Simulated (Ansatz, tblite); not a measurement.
Cost and result up the ladder for [(OH)2Al]2NH (Al₂NO₄H₅) (12 atoms). Charge 0, multiplicity 1. Geometry: B3LYP-D4/def2-SVP.

```xyz
12

Al    0.547   -0.569    0.938
O     0.280   -0.110    2.575
O     1.154   -2.174    0.810
N     0.986    0.715   -0.351
Al   -0.565    0.733   -1.139
O    -1.190   -0.488   -0.014
O    -1.574    1.336   -2.347
H     0.270    0.808    2.856
H     1.662   -2.470    0.051
H     1.860    1.201   -0.495
H    -2.005   -0.967    0.153
H    -1.424    1.985   -3.037
```

Ansatz on 2 threads of AMD EPYC 7R13 on a shared host; xTB runs through tblite on one thread. Times are rough, summed over both states, and most runs start from the orbitals of an earlier one. PBE0-D4/def2-TZVP serves as the yardstick here, not as an exact answer. The other state is a triplet.

The xTB rows come from tblite.

xTB has no spin-polarisation term.

```json
{"level": "PBE0-D4/def2-TZVP", "functions": "259", "vertical triplet (eV)": "4.49", "difference from PBE0-D4/def2-TZVP (eV)": "0.00"}
{"level": "PBE-D4/def2-TZVP", "functions": "259", "vertical triplet (eV)": "4.22", "difference from PBE0-D4/def2-TZVP (eV)": "-0.26"}
{"level": "GFN2-xTB", "functions": "43", "vertical triplet (eV)": "4.00", "difference from PBE0-D4/def2-TZVP (eV)": "-0.49"}
{"level": "r2SCAN-D4/def2-TZVP", "functions": "259", "vertical triplet (eV)": "4.39", "difference from PBE0-D4/def2-TZVP (eV)": "-0.10"}
{"level": "GFN1-xTB", "functions": "48", "vertical triplet (eV)": "4.01", "difference from PBE0-D4/def2-TZVP (eV)": "-0.48"}
```

(1) Estimate how long each takes.

Results:

(1) GFN2-xTB 0.018 s; GFN1-xTB 0.019 s; PBE-D4/def2-TZVP 12 s; PBE0-D4/def2-TZVP 21 s; r2SCAN-D4/def2-TZVP 23 s. On shared hardware such times vary by a factor of up to 3.
